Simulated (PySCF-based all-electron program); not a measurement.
The numbers below are computed, except where a source is named.
**Bond force of CrCl, sextet**

Method: all-electron DFT (in-house code on PySCF), basis-limit composite values; the spin-free Dirac equation, no spin–orbit coupling, spin-unrestricted, lowest state found (another of this spin can lie close). Forces are good to about 0.005 eV/Å. A positive force pushes the atoms apart.

| r (Å) | PBE (eV/Å) | PBE0 (eV/Å) |
| --- | --- | --- |
| 1.85725 | 8.348 | ? |
| 1.9665 | 4.252 | ? |
| 2.185 | -0.103 | ? |

(1) Fill in the missing PBE0 forces.

Answers

(1) 1.85725 Å: 8.905 eV/Å; 1.9665 Å: 4.640 eV/Å; 2.185 Å: 0.073 eV/Å.
